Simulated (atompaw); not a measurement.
## Pseudopotential generation for hafnium: PAW (atompaw), PBE, non-relativistic.

The input file (atompaw 4.2.0.5):

```
Hf 72
GGA-PBE loggrid 2001 logderivrange -6 5 276
6 6 5 4 0 0
6 1 0
5 2 2
0 0 0
c
c
c
c
v
v
c
c
c
v
v
c
c
v
c
2
2.40 2.00 1.85 1.45
n
n
y
0.25
n
custom rrkj gramschmidtortho besselshape
3 1 ultrasoft
1.50
2.05
1.85
2.40
2.40
2.40
PWSCFOUT
UPFDX 0.0125d0 UPFXMIN -7.d0 UPFZMESH 72.d0
END
```

Command:

```bash
atompaw < Hf.input > Hf.log
```

Output (summary file):

```
Completed calculations for Hf (AE)

 Exchange-correlation type: GGA, Perdew-Burke-Ernzerhof

 Radial integration grid is logarithmic
 r0 =   9.4764859E-05 h =   6.8230699E-03   n =      2001 rmax =   8.0000000E+01

 Non-relativistic calculation

 AEatom converged in  41 iterations
   nz     =  72.00
   delta  =       2.015843414703E-17

 All Electron Orbital energies:
  n  l      occupancy      energy
  1  0      2.0000000E+00 -4.4247258E+03
  2  0      2.0000000E+00 -7.2245648E+02
  3  0      2.0000000E+00 -1.6315875E+02
  4  0      2.0000000E+00 -3.1848071E+01
  5  0      2.0000000E+00 -4.0902313E+00
  6  0      2.0000000E+00 -3.2262229E-01
  2  1      6.0000000E+00 -6.9156536E+02
  3  1      6.0000000E+00 -1.4894816E+02
  4  1      6.0000000E+00 -2.5990343E+01
  5  1      6.0000000E+00 -2.4816601E+00
  6  1      0.0000000E+00 -1.1036506E-01
  3  2      1.0000000E+01 -1.2246623E+02
  4  2      1.0000000E+01 -1.5364754E+01
  5  2      2.0000000E+00 -2.7335424E-01
  4  3      1.4000000E+01 -1.7253841E+00

 Total energy
   Total                    :   -28649.94418102997224

 ---
 Completed calculations for Hf (SC)

 Exchange-correlation type: GGA, Perdew-Burke-Ernzerhof

 Radial integration grid is logarithmic
 r0 =   9.4764859E-05 h =   6.8230699E-03   n =      2001 rmax =   8.0000000E+01

 Non-relativistic calculation

 SCatom converged in   1 iterations
   nz     =  72.00
   delta  =       1.039721532463E-17

 Valence Electron Orbital energies:
  n  l      occupancy      energy
   5  0      2.0000000E+00 -4.0902313E+00
   6  0      2.0000000E+00 -3.2262229E-01
   5  1      6.0000000E+00 -2.4816601E+00
   6  1      0.0000000E+00 -1.1036506E-01
   5  2      2.0000000E+00 -2.7335424E-01

 Total energy
   Total                    :   -28649.94418102925556
   Valence                  :     -662.72604684223472

 PAW parameters:
       lmax =            2
         rc =    2.4151315163096023
        irc =         1488
   rc_shape =    2.0087706544523072
    rc_vloc =    1.8508445655013683
    rc_core =    1.4576430777641944
   Vloc: Non norm-conserving form with l= 3;e=   1.0000E+00
   Projector type: RRKJ pseudization + Gram-Schmidt ortho.
   Bessel compensation charge shape zeroed at   2.0088E+00

 Number of basis functions     6
 No.   n  nodes  l      Energy         Cp coeff         Occ
  1    5    4    0   -0.4090231E+01  0.1000000E+01  0.2000000E+01
  2    6    5    0   -0.3226223E+00  0.1340906E+01  0.2000000E+01
  3    5    3    1   -0.2481660E+01  0.1000000E+01  0.6000000E+01
  4    6    4    1   -0.1103651E+00  0.4174525E+00  0.0000000E+00
  5    5    2    2   -0.2733542E+00  0.1000000E+01  0.2000000E+01
  6  999    3    2    0.2500000E+00 -0.2436169E-02  0.0000000E+00

 Eigenvalues of overlap operator (in the basis of projectors):
    1        4.68844815E-02
    2        6.18521092E-02
    3        1.19303730E-01
    4        4.25760834E+00
    5        1.09191663E+01
    6        2.87177969E+01

 Orbital leakage outside PAW augmentation regions
   orb  is_core?  %out_of_sphere
   1 0    T           0.00
   2 0    T          -0.00
   3 0    T           0.00
   4 0    T           0.00
   5 0    F           1.19
   6 0    F          87.20
   2 1    T          -0.00
   3 1    T           0.00
   4 1    T           0.00
   5 1    F           3.71
   6 1    F          95.93
   3 2    T           0.00
   4 2    T           0.00
   5 2    F          38.38
   4 3    T           0.16

 Summary of PAW energies
   Total valence energy     :   -662.72766991761910
   Smooth energy            :     76.41662754628840
   One center               :   -739.14429746390749
   Smooth kinetic           :     35.39436661223736
   Vloc energy              :     40.68944006241853
   Smooth exch-corr         :    -22.68830121003253
   One-center xc            :   -563.44383667828833
```

The run took about 1.1 s on one core of a shared server CPU.
